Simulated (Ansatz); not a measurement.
## Ligand exchange through a proton shuttle

Start structure (AlN$_{2}$H$_{9}$O, closed shell), relaxed at PBE0-D4/def2-TZVP:

```xyz
13
angstrom
Al -1.3091 -0.4202 -0.8698
N 0.3046 -1.3147 -0.6921
H -1.5024 0.1969 -2.3307
H -2.5497 -1.0846 -0.0945
H -0.0293 1.1234 0.6716
O -1.0063 1.1028 0.2719
H 1.3859 -0.0430 0.3998
N 1.4329 0.8299 0.9572
H 0.7986 -1.5014 -1.5554
H 0.2914 -2.1816 -0.1697
H -1.6584 1.2197 0.9664
H 2.1110 1.4584 0.5453
H 1.7306 0.6143 1.9000
```

The step: AlNH₄ ([NH2][AlH2]) + H₂O + NH₃ → AlH₃O ([OH][AlH2]) + NH₃ + NH₃ (still joined by a long Al–N bond); bonds formed: N2–H7, H5–N8; dative contacts that become bonds: Al1–O6; bonds broken: H5–O6, H7–N8; bonds weakened to dative contacts: Al1–N2. Ansatz 0.2.0; basis: def2-TZVPP and def2-QZVPP; cores frozen in the correlated methods. Extrapolation: Hartree–Fock as exp(−7.88 √X), correlation as X^−2.97. Energies below are by CCSD(T) at an estimated basis limit (MP2 extrapolated from triple and quadruple zeta, plus CCSD(T) − MP2 in triple zeta).

(1) What are the electronic barrier and the energy of the step, from the start structure to the end structure? (An estimate is asked for; the value comes from the calculation.)

T1 diagnostic: at most 0.010.

Answers

(1) Computed: Barrier 2.28 kcal/mol; step energy -16.51 kcal/mol (downhill); reverse barrier, their difference, 18.80 kcal/mol. Barrier and step energy count from the start structure, the reverse barrier from the end structure.

The saddle point: One imaginary mode of 515i cm⁻¹.
```json
{"pair": "Al1–O6", "start (Å)": "1.93", "saddle (Å)": "1.87", "end (Å)": "1.75"}
{"pair": "N2–H7", "start (Å)": "1.99", "saddle (Å)": "1.77", "end (Å)": "1.04"}
{"pair": "H5–N8", "start (Å)": "1.52", "saddle (Å)": "1.27", "end (Å)": "1.02"}
{"pair": "Al1–N2", "start (Å)": "1.85", "saddle (Å)": "1.88", "end (Å)": "2.01"}
{"pair": "H5–O6", "start (Å)": "1.06", "saddle (Å)": "1.21", "end (Å)": "2.00"}
{"pair": "H7–N8", "start (Å)": "1.04", "saddle (Å)": "1.07", "end (Å)": "1.88"}
```

Zero-point energy (harmonic, PBE0-D4): ZPE is 64.29 kcal/mol at the start and 62.47 kcal/mol at the saddle, so the barrier goes from 2.28 to 0.46 kcal/mol.

The step is the kind of ligand exchange by which a precursor binds to a hydroxyl group, or is hydrolysed, in atomic layer deposition of oxides.

Labels in which every atom is bracketed show which atoms are joined, not bond orders.

For scale, one of the runs: CCSD(T)/def2-TZVPP, 261 basis functions, launched by `ansatz run in.yaml --threads 4 --pin off --events-out ev --progress --plain --max-ram 9574MiB`. Time: 100 s of wall clock on 4 CPU threads of an Intel Xeon Platinum 8488C; the host was shared. Peak host memory: 6.3 GiB.
